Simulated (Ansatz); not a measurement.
Species: HF3SSi, SMILES `F[Si](F)(F)S` (charge 0, multiplicity 1).

Give a relaxed geometry from Ansatz (a quantum-chemistry and plane-wave program) with PBE-D3(BJ)/def2-TZVP.

the end point of this relaxation (outside a Z-matrix the atoms follow the SMILES, hydrogens last).
Z-matrix (Å, degrees):
```
Si
F 1 1.5907
F 1 1.5932 2 108.57
F 1 1.5932 2 108.57 3 114.94
S 1 2.1042 2 107.67 4 122.53
H 5 1.3565 1 91.81 2 180.00
```
